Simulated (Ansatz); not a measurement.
Species: WO, net charge 0, triplet state. The spin state was set by rule; other spins were not relaxed. SMILES: [O]=[W]
Geometry from a B3LYP-D3(BJ)/def2-TZVP (Ansatz, a program for electronic structure) optimisation:
```
W
O 1 1.6611
```
Charge 0, spin multiplicity 3.

Quantity: atomisation energy (electronic, to ground-state atoms), in eV. Valence correlation only, unless marked. UHF or UKS for open shells. No spin-orbit coupling. The frozen core is the preceding noble-gas configuration, with the filled d and f shells of earlier blocks. Past Kr the def2 sets carry scalar-relativistic core potentials. The coupled-cluster limit lacks core correlation, which all-electron functionals hold. CBS(X,Y): correlation extrapolated as X^-3; Hartree-Fock from the larger set. [CCSD(T)-MP2]/basis is that difference in the basis named.

| level | program | atomisation energy (eV) |
|---|---|---|
| PBE-D3(BJ)/def2-TZVPD | Ansatz + dftd3 | 7.99 |
| PBE0/def2-TZVPD | Ansatz | 7.05 |

Task: Estimate the value at RI-MP2/CBS(def2-TZVPPD,def2-QZVPPD)+[CCSD(T)-MP2]/def2-TZVPPD as computed with Ansatz.

Result: 7.41 eV
